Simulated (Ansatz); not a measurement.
System: CeO2, charge 1, multiplicity 2. The spin state was set by rule; other spins were not relaxed. 
Coordinates optimised at B3LYP-D3(BJ)/def2-TZVP (Ansatz, an electronic-structure program):
```xyz
3

Ce     0.0000     0.0000     0.0000
O      0.0000     0.0000     1.7563
O      0.0000     0.0000    -1.7563
```
Charge +1, spin multiplicity 2.

Question: Give the harmonic wavenumbers at B3LYP-D3(BJ)/def2-TZVP (Ansatz, finite differences of forces, unscaled).

Answer: 178, 178, 765, 794 cm⁻¹. Zero-point energy 2.7 kcal/mol.

Question: From these and the geometry, give the ideal-gas thermochemistry at 298.15 K and 1 atm (rigid rotor, harmonic oscillator).

Answer: Point group D∞h, rotational symmetry number 2. Rotational constants 5.12, 5.12 GHz. S(trans) 41.34, S(rot) 14.72, S(vib) 5.15, S(elec, spin only) 1.38, S 62.6 cal/(mol K). H(298) - H(0) 2.93 kcal/mol; G - E(el) -13.0 kcal/mol.
